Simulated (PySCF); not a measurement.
# CsTe: frontier orbitals

HSE06 at R = 3.510 Å; PySCF, scalar-relativistic core potentials, basis sets Cs def2-SVP with ECP46, Te def2-SVP with ECP28. State: ²Π (doublet), unpaired electrons π ↑. Only the outer orbitals are listed, counted within each symmetry, core potentials removing the inner ones.

| spin | orbital | occ. | ε (eV) | on Cs (%) | main shells (%) |
| --- | --- | --- | --- | --- | --- |
| α | 4σ | 1 | -29.33 | 100 | 100 Cs s |
| α | 3π | 1 | -15.00 | 100 | 100 Cs p |
| α | 3π | 1 | -14.96 | 100 | 100 Cs p |
| α | 5σ | 1 | -14.95 | 85 | 85 Cs p, 14 Te s |
| α | 6σ | 1 | -13.73 | 16 | 84 Te s, 15 Cs p |
| α | 4π | 1 | -4.97 | 4 | 96 Te p |
| α | 7σ | 1 | -4.23 | 11 | 89 Te p |
| α | 4π | 1 | -3.97 | 6 | 94 Te p |
| α | 8σ | 0 | -1.64 | 97 | 86 Cs s, 10 Cs p |
| α | 5π | 0 | -0.42 | 100 | 85 Cs p, 15 Cs d |
| α | 5π | 0 | -0.40 | 100 | 83 Cs p, 17 Cs d |
| β | 4σ | 1 | -29.33 | 100 | 100 Cs s |
| β | 3π | 1 | -14.99 | 100 | 100 Cs p |
| β | 3π | 1 | -14.96 | 100 | 100 Cs p |
| β | 5σ | 1 | -14.88 | 94 | 94 Cs p |
| β | 6σ | 1 | -12.89 | 7 | 93 Te s |
| β | 7σ | 1 | -3.92 | 13 | 87 Te p, 8 Cs s |
| β | 4π | 1 | -3.66 | 7 | 93 Te p |
| β | 4π | 0 | -2.57 | 11 | 89 Te p |
| β | 8σ | 0 | -1.65 | 96 | 83 Cs s, 12 Cs p |
| β | 5π | 0 | -0.44 | 100 | 82 Cs p, 18 Cs d |

**Question.** Which are the highest filled and the lowest empty level, where do they sit, and how wide is the gap?

**Answer.** Highest filled β 4π at -3.66 eV (in %: 93 Te p); lowest empty β 4π at -2.57 eV (in %: 89 Te p); the gap at HSE06 is 1.09 eV. Both belong to one degenerate shell, split only by its one-sided filling, so this is no excitation gap.

- bond order (Mayer): 0.76
- ⟨S²⟩: 0.753
- charge on Cs (Mulliken, basis-dependent): 0.58
- charge on Cs (Löwdin, basis-dependent): 0.32
- dipole moment (positive dipole means Cs(−)Te(+)): -11.34 D

Spin–orbit coupling is left out. The state is the lowest determinant that a PBE0 search found; another state may lie lower at other levels.
